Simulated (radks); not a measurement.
Ca+, 19 electrons, occupied as [Ar] 4s1. All-electron calculation, Dirac Kohn-Sham, BLYP, spin-unpolarised, spherical densities, finite nucleus; Fermi nuclear charge, rms radius 3.4776 fm. Program: a radial shooting solver on a logarithmic mesh with Libxc functionals.

Normalised radial functions P(r) = r R(r) (large component), r in bohr:

```
   r/bohr * 2s1/2 (the largest magnitude, 1.73, reaches the edge; | marks zero)
  0.00252                             | *
 0.002887                             | *
 0.003281                             |  *
 0.003759                             |  *
 0.004307                             |  *
 0.004934                             |   *
 0.005608                             |   *
 0.006425                             |    *
 0.007361                             |    *
 0.008434                             |     *
 0.009585                             |     *
  0.01098                             |      *
  0.01258                             |       *
  0.01441                             |        *
  0.01638                             |        *
  0.01877                             |         *
   0.0215                             |          *
  0.02464                             |           *
    0.028                             |           *
  0.03208                             |            *
  0.03675                             |            *
  0.04211                             |            *
  0.04786                             |            *
  0.05483                             |           *
  0.06282                             |         *
  0.07197                             |       *
   0.0818                             |     *
  0.09371                             |  *
   0.1074                            *|
    0.123                        *    |
   0.1398                    *        |
   0.1602               *             |
   0.1835          *                  |
   0.2102       *                     |
   0.2389    *                        |
   0.2738  *                          |
   0.3136  *                          |
   0.3593   *                         |
   0.4084      *                      |
   0.4679         *                   |
   0.5361             *               |
   0.6142                 *           |
    0.698                     *       |
   0.7997                        *    |
   0.9162                          *  |
     1.05                           * |
    1.193                            *|
    1.367                             *
    1.566                             *
    1.794                             *
    2.039                             *
    2.336                             *
    2.676                             *
    3.066                             *
    3.485                             *
    3.993                             *
    4.574                             *
    5.241                             *
    5.957                             *
    6.824                             *
    7.819                             *
    8.958                             *
    10.18                             *
    11.66                             *
```

2s1/2: eigenvalue -421.20 eV, 1 radial node at r = 0.104 bohr, <r> = 0.364 bohr, 90 % of the charge inside 0.568 bohr.
